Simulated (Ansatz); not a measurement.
Cartesian coordinates (Å):
```xyz
23

B      1.8941     1.4557     0.4256
C      1.2653     0.1168    -0.1049
C      0.3855     0.2901    -1.3758
C     -1.0237    -0.0644    -0.8740
C     -1.1164    -1.5889    -0.7412
C     -0.1685    -1.8965     0.4446
C      0.2808    -0.5049     0.9113
C     -0.9752     0.3407     0.6251
C     -0.7949     1.8001     0.8791
O     -1.6060     2.5644     1.3098
H      2.1755     2.3559    -0.3376
H      2.2348     1.5534     1.5860
H      2.1182    -0.5697    -0.2747
H      0.4371     1.3198    -1.7636
H      0.6814    -0.3729    -2.2031
H     -1.8406     0.3876    -1.4544
H     -2.1489    -1.8982    -0.5177
H     -0.8208    -2.0908    -1.6750
H     -0.6937    -2.4321     1.2502
H      0.6952    -2.5151     0.1566
H      0.6454    -0.4769     1.9481
H     -1.8758     0.0150     1.1676
H      0.2511     2.2108     0.6180
```
Charge 0, multiplicity 1.

Method: Ansatz (an electronic-structure program) with frozen-core CCSD(T)/cc-pVDZ // PBE0-D4/def2-SVP.

- HF energy = -410.04183 Ha
- MP2 correlation energy = -1.37639 Ha

Estimate the CCSD correlation energy, the (T) correction, the total energy and the T1 diagnostic.


| Quantity | Value |
|---|---|
| CCSD correlation energy | -1.46440 Ha |
| (T) correction | -0.05328 Ha |
| CCSD(T) total energy | -411.55951 Ha |
| T1 diagnostic | 0.013 |
